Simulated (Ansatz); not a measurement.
An input meant for HgI2 (charge 0, singlet; atoms displaced at random, 0.08 Å in each coordinate).

```yaml
crystal:
  periodic: [false, false, false]
  atoms:
    - {symbol: Hg, position_ang: [-0.046638, 0.050138, -0.102602]}
    - {symbol: I, position_ang: [0.043698, -0.072629, 2.522345]}
    - {symbol: I, position_ang: [-0.013820, 0.031916, -2.416115]}
basis:
  gaussian: {orbitals: def2-TZVP}
hamiltonian: {xc: {name: HF}}
correlation: {active_space: {window: {electrons: 3, orbitals: 2}}}
scf: {omitted_lower_state_checks: [starts]}
```

```sh
$ ansatz run in.yaml --threads 2 --pin off --events-out ev --progress --plain --max-ram 4352MiB
```

Shortened log:

```
Functional definition: HF
1333 factors; integrals over basis functions are off by at most 4.7e-4 eV
mean field evaluation 1: about -20296.0126 eV, gradient 2.1e1 eV
mean field evaluation 2: about -20296.2478 eV, gradient 2.1e1 eV
mean field evaluation 4: about -20297.5619 eV, gradient 1.6e0 eV
mean field evaluation 8: about -20297.5758 eV, gradient 1.9e-1 eV
mean field evaluation 16: about -20297.5760 eV, gradient 1.1e-6 eV
mean field -20297.57595741 eV, -745.9221582438 hartree, gradient 1.1e-6 eV, S^2 0.000000; 0 other end points of the search recorded, 0 dependent functions left out
reference -20297.57595741 eV, -745.9221582438 hartree; 35, 35 occupied and 108, 108 virtual orbitals, 1333 factors
Error: 3 electrons in 2 orbitals form no window around the highest filled level of the reference
```

Problem. Something in this input is off. What?

Solution. The active space doesn't fit the electrons. The run stopped with an error.
